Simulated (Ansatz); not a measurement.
CH4S2Sn, SMILES `C[S][Sn][SH]`. Charge 0, multiplicity 1. Sn: def2 effective core potential. The geometry is a stationary point of PBE0-D4/def2-TZVP. It is one conformer, not always the lowest.

```xyz
8

C     0.667   -0.187   -0.898
S     0.779   -1.467    0.376
Sn   -0.691   -0.947    2.232
S    -1.686    1.153    1.492
H     0.980    0.783   -0.512
H    -0.343   -0.122   -1.304
H     1.346   -0.477   -1.701
H    -1.053    1.264    0.314
```

Problem. What is the dipole moment at ωB97M-V/def2-TZVPP? (Best estimate.)

Solution. The calculation gave: 0.42 D, with components (0.26, -0.09, -0.33) D in this frame, pointing from negative to positive charge.

Problem. And with PBE, r2SCAN, B3LYP? (Estimate.)

Solution. Computed: PBE 0.68 D, r2SCAN 0.75 D, B3LYP 0.51 D.

Problem. Give the Mulliken charges with ωB97M-V, PBE, r2SCAN in def2-TZVPP. (Estimate.)

Solution. The calculation gave: 
```
atom  ωB97M-V    PBE  r2SCAN
  C1    -0.38  -0.27   -0.15
  S2    -0.27  -0.31   -0.34
 Sn3     0.48   0.48    0.51
  S4    -0.39  -0.39   -0.40
  H5     0.14   0.12    0.09
  H6     0.14   0.12    0.09
  H7     0.15   0.13    0.09
  H8     0.13   0.12    0.12
```

B3LYP here is the variant with VWN-RPA as its local correlation; programs differ in this.
